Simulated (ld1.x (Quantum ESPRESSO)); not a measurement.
# aluminium: ultrasoft pseudisation with PBE, scalar-relativistic reference atom.

ld1.x (Quantum ESPRESSO) 7.5 input, shortened:

```
&input
   title='Al', zed=13., rel=1, dft='PBE', iswitch=3,
   config='[Ne] 3s2 3p1 3d-2'
 /
 &inputp
   pseudotype=3, tm=.true., lloc=-1, rcloc=1.85,
   nlcc=.true., rcore=1.80
 /
5
3S  1  0   2.00   0.00  1.90  2.10  0.0
3S  1  0   0.00  -0.10  1.90  2.10  0.0
3P  2  1   1.00   0.00  1.85  2.05  0.0
3P  2  1   0.00   1.20  1.85  2.05  0.0
3D  3  2  -2.00   0.30  1.55  2.15  0.0
 &test
   configts(1)='3s2 3p1'
 /
```

All-electron outer shells of the reference configuration (PBE, scalar-relativistic, ld1.x):

```csv
shell,level (eV),outermost node (bohr),outermost maximum (bohr)
2s,-108.17,0.16,0.50
2p,-69.64,–,0.43
3s,-7.75,0.80,2.09
3p,-2.71,0.82,2.64
```

Calculated quality:

```json
{"Cutoffs needed": "6 Ry and 8 Ry (the cutoffs (Ry, on a coarse ladder) from which the occupation-weighted sum of valence levels, in a spherical-Bessel basis at the reference potential, stays within 10 and 1 mRy of its value at 400 Ry)", "Ghost test": "no extra level below or beside the all-electron valence levels (s, p, d, f tested) (spherical-Bessel basis up to 400 Ry, 20 bohr box)", "Largest excitation error": "+6.6 meV (all-electron minus pseudo) for 3s0 3p3, out of 7 test configurations", "Lowest eigenvalue of the overlap operator": "0.40 (s channel)"}
```

Generation and tests took about 1.2 s on one core of a shared server CPU.
